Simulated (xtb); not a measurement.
xtb input (GFN2-xTB):

```bash
xtb mol.xyz --gfn 2 --ohess tight --chrg -1 --uhf 0
```
mol.xyz:
```
13

C     -1.73737593     0.38330018    -0.00375315
C     -0.40707163    -0.24995055    -0.54394934
C      0.69740338    -0.01678352     0.56861441
C      2.10058583    -0.48363938     0.11614850
Cl     2.71122534     0.57527363    -1.25605735
Cl    -0.66068855    -1.96848177    -0.95462016
H     -1.65516693     1.41375744     0.19809253
H     -2.55832992     0.26378918    -0.74208883
H     -2.06377108    -0.14717292     0.89218672
H     -0.17706099     0.27489045    -1.46717084
H      0.38308491    -0.59567318     1.39848637
H      0.68252129     1.02441118     0.88353414
H      2.75639992    -0.38302830     0.90451981
```

End of the output:

```
           -------------------------------------------------
          | TOTAL ENERGY              -21.388317895108 Eh   |
          | TOTAL ENTHALPY            -21.282833037801 Eh   |
          | TOTAL FREE ENERGY         -21.324375761561 Eh   |
          | GRADIENT NORM               0.000114510144 Eh/α |
          | HOMO-LUMO GAP               2.797092111507 eV   |
           -------------------------------------------------
Note: The following floating-point exceptions are signalling: IEEE_UNDERFLOW_FLAG IEEE_DENORMAL
normal termination of xtb

------------------------------------------------------------------------
------------------------------------------------------------------------
 total:
 SCF:
 ANC optimizer:
 analytical hessian:
```

It need not be the lowest isomer of its formula. Whether it binds its extra electron was not tested at this geometry.
